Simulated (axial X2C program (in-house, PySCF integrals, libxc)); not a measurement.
**NaCo along the bond: PBE0, two-component**

All values were computed with an in-house relativistic program for diatomic molecules. Two-component (2c) means X2C with spin–orbit coupling and atomic mean-field two-electron Coulomb and Gaunt terms. Basis: Co dyall-cv3z [9s10p6d3f2g], Na dyall-cv3z [9s8p5d2f] (cores contracted in-house); Gaussian nuclei, density fitting, unrestricted open shells. Masses: Co 58.933 u, Na 22.990 u.

State: Ω = 3 (⟨Sz⟩ = 1.00, ⟨Lz⟩ = 2.00 at PBE0). Dipoles are positive if Na is the positive end.

Results along the bond:

| R (Å) | μ (D) | HOMO (eV) | LUMO (eV) |
| --- | --- | --- | --- |
| 2.299 | 3.885 | -4.13 | -1.33 |
| 2.405 | 4.037 | -4.03 | -1.37 |
| 2.484 | 4.151 | -3.96 | -1.40 |
| 2.564 | 4.264 | -3.91 | -1.44 |
| 2.643 | 4.375 | -3.86 | -1.48 |
| 2.736 | 4.498 | -3.82 | -1.52 |
| 2.828 | 4.615 | -3.78 | -1.57 |
| 2.947 | 4.747 | -3.75 | -1.64 |
| 3.092 | 4.878 | -3.72 | -1.72 |
| 3.304 | 4.970 | -3.72 | -1.83 |

The state is one determinant whose occupation by symmetry is held fixed; it was picked as the lowest of a PBE0 search that is not exhaustive. Density functionals use the spin component along the axis (collinear). Without a current term, density functionals place determinants with orbital angular momentum somewhat too high. With several unpaired electrons one determinant need not be a pure state. The lowest spin-free determinant has another configuration (M_S = 1, Λ = 0), so the order of states is uncertain and this need not be the ground state.
